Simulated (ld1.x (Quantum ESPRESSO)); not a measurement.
Ge: one change to a TM potential, before and after

* Element: Ge (Z = 32)
* Generator: ld1.x (Quantum ESPRESSO) 7.5
* Type: norm-conserving Troullier–Martins (Kleinman–Bylander form)
* Functional: PBE
* Relativity: fully relativistic
* Frozen core: [Ar] 3d10
* Valence charge: 4
* Reference configuration: 4s2 4p2
* Partial waves: 4p (bound): rc 1.80 bohr; 4s (bound): rc 1.25 bohr
* Local potential: the s channel
* Core correction: Bessel-smoothed model core inside 1.20 bohr

Open shells are filled in proportion to 2j + 1 (rel_dist='average').

Change: local potential all-electron potential smoothed inside 1.50 bohr (lloc = -2).

Cutoffs: the cutoffs (Ry, on a coarse ladder) from which the occupation-weighted sum of valence levels, in a spherical-Bessel basis at the reference potential, stays within 10 and 1 mRy of its value at 400 Ry; they do not see the model core or the augmentation charge, which bear on the density cutoff. Errors are all-electron minus pseudo energies relative to the spin-unpolarised reference configuration.

Problem. Predict the effect on cutoff, ghosts and configuration errors.

Solution. The potential gets neither clearly harder nor softer (50 Ry and 140 Ry → 50 Ry and 140 Ry); the bound ghost in p disappears; of the 7 tests that both files solve, the error grows in 0 and shrinks in 4 by more than 15 % and 0.3 meV (median size 35.8 → 23.8 meV); the range in which the p3/2 phases agree narrows (upper end at the end of the scan → 3.7). In the separable form a ghost depends on how the local part lies against the semilocal potential of the channel, so the choice of the local part can create or remove one.

```tsv
quantity	base	changed
cutoff, loose	50 Ry	50 Ry
cutoff, tight	140 Ry	140 Ry
loose cutoff by channel (10 mRy a level)	p 21 Ry, s 40 Ry	s 40 Ry, p 6 Ry
bound ghosts	p3/2, p1/2	none
error for 4s2 4p1, meV [ΔE 7.45 eV]	-5.3	-3.3
error for 4s2 4p0, meV [ΔE 22.89 eV]	-38	-36
error for 4s1 4p0, meV [ΔE 57.68 eV]	-242	-233
error for 4s1 4p3, meV [ΔE 7.97 eV]	-16	-13
error for 4s0 4p4, meV [ΔE 16.19 eV]	-73	-58
error for 4s2 4p2.3, meV [ΔE -0.88 eV]	-0.2	-0.1
error for 4s1 4p2, meV [ΔE 16.16 eV]	-36	-24
s: phases at 1.95 bohr within 0.05 rad from the reference energy up to (Ry; the scan ends near 5)	2.3	1.7
p1/2: phases at 1.95 bohr within 0.05 rad from the reference energy up to (Ry; the scan ends near 5)	4.0	3.9
p3/2: phases at 1.95 bohr within 0.05 rad from the reference energy up to (Ry; the scan ends near 5)	to the end of the scan	3.7
```

 A true bound ghost makes a file unfit for plane-wave use even where its test errors are small: the radial tests pick states by their node count and pass the ghost by.
